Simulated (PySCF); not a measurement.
Trend along group 13: MN molecules

PBE0 with triple-zeta basis sets in PySCF, for the lowest determinant that a PBE0 search found; no spin–orbit coupling. De refers to high-spin ground-configuration atoms. A positive dipole means M(−)N(+).

```
 M         basis  state (unpaired electrons)  Re (Å)  ωe (cm⁻¹)  De (eV)  μ (D)
 B    def2-TZVPP          triplet (σ ↑, π ↑)   1.315       1595     4.81  -2.14
In  x2c-TZVPPall              triplet (π ↑↑)   2.211        448     1.88  -2.46
Tl  x2c-TZVPPall              triplet (π ↑↑)   2.295        408     1.69  -3.15
```

The shortest bond is that of BN (1.315 Å), the longest that of TlN (2.295 Å).

The rows differ in basis set, which adds steps of its own.

The state changes along the series, so neighbouring rows are not always alike in their bonding.

Spin–orbit coupling is left out, which matters for elements this heavy, above all for dissociation energies. States were picked by a PBE0 search and need not be the measured ground states.
